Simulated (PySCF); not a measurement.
disilinane (C4H12Si2), SMILES C1CC[SiH2][SiH2]C1. Geometry optimised at TPSSh-D3(BJ)/def2-SVP. The values are those of a single conformer.

Level of theory: TPSSh-D3(BJ)/def2-SVP (PySCF).

Harmonic wavenumbers (cm⁻¹): 102, 149, 222, 251, 329, 377, 435, 456, 489, 598, 618, 647, 679, 720, 731, 818, 832, 851, 903, 941, 951, 985, 989, 1077, 1092, 1142, 1221, 1225, 1296, 1313, 1362, 1376, 1438, 1440, 1481, 1485, 2217, 2218, 2235, 2236, 3012, 3012, 3019, 3019, 3060, 3060, 3072, 3073. Rotational constants (GHz): 2.441, 2.401, 1.341; symmetry number 2.

Task: Work out the zero-point energy and the ideal-gas rigid-rotor harmonic-oscillator thermochemistry at 298.15 K and 1 atm.

Result: ZPE = ½ Σ hcν = ½ × 64254 cm⁻¹ = 384.33 kJ/mol. H − E(el) = 408.01 kJ/mol. Entropy in J/(mol K): translation 168.06, rotation 111.83, vibration 75.50, total 355.40. G − E(el) = 302.05 kJ/mol. Cp = 142.15 J/(mol K). Modes under 150 cm⁻¹ make the vibrational entropy uncertain.
